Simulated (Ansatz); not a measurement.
Consider the ligand exchange at the Si–C bond: `O=C[SiH2][SiH2][SiH3]` + `BS` → `BS[SiH2][SiH2][SiH3]` + `C=O`.

Calculated with Ansatz (gas phase, PBE0-D4/def2-TZVP geometries, no zero-point term in ΔE). CCSD(T)/CBS is the MP2 limit (def2-TZVPP, def2-QZVPP) plus CCSD(T) − MP2 in def2-TZVPP, frozen cores. This one scheme is used for every species. Functionals use def2-TZVPP. B3LYP here is the variant with VWN-RPA as its local correlation; programs differ in this. One conformer a species, not always the lowest.

Question: Is it downhill or uphill in electronic energy at CCSD(T)/CBS, and by how much? (An estimate is asked.)

Answer: Ansatz gave: Downhill: ΔE = -69.4 kJ/mol.

Question: What do these levels give: PBE-D4, r2SCAN-D4, B3LYP-D4, B2PLYP, CCSD(T)/def2-TZVPP, CCSD/CBS(def2)? (Best estimate.)

Answer: Ansatz gave: PBE-D4 -62.7, r2SCAN-D4 -64.5, B3LYP-D4 -63.9, B2PLYP -62.3, CCSD(T)/def2-TZVPP -66.6, CCSD/CBS(def2) -68.5 kJ/mol.

Largest T1 diagnostic among the species: 0.016.

The D4 term adds −8.6 kJ/mol with B3LYP and −4.9 kJ/mol with PBE0; it sums over pairs of atoms, weighted by their polarisabilities, and B3LYP, whose exchange is more repulsive, gets the larger term. From PBE to PBE0 (25 % exact exchange), in def2-TZVPP and without D4, ΔE moves by −5.9 kJ/mol.
